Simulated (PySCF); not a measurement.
How methods differ on the excitation energy of Si

Si [Ne] 3s2 3p2 (3P) → Si [Ne] 3s1 3p2 4s1 (5P), as a difference of total energies. Computed with PySCF 2.14 in aug-cc-pCVTZ-DK (8s7p5d3f, 75 functions), with the spin-free X2C one-electron Hamiltonian (Gaussian nucleus). Correlated levels: valence: [Ne] frozen; valence and next inner shell: 1s2 frozen; nothing frozen. The calculations carry no spin-orbit coupling.

```
                                method  excitation energy (eV)
                                   UHF                   8.635
                                   LDA                  10.183
                                   PBE                  10.112
                                  PBE0                  10.043
                                r2SCAN                   9.818
                                 B97-3                  10.353
                             CAM-B3LYP                  10.520
                               wB97X-V                  10.331
                         MP2 (valence)                   9.750
                     SCS-MP2 (valence)                  10.116
    MP2 (valence and next inner shell)                   9.909
SCS-MP2 (valence and next inner shell)                  10.235
                   MP2 (all electrons)                   9.906
               SCS-MP2 (all electrons)                  10.232
```

Question: How much does correlation contribute at MP2 (all electrons)?

Answer: 9.906 − (8.635) = 1.271 eV, measured against UHF.

The upper state lies above the first ionisation limit, but in LS coupling its spin forbids autoionisation to the ground ion. A Rydberg-like electron needs more diffuse functions than a valence basis has.

The promoted electron is Rydberg-like, and one or two diffuse shells describe it only roughly, which tends to raise the upper state.
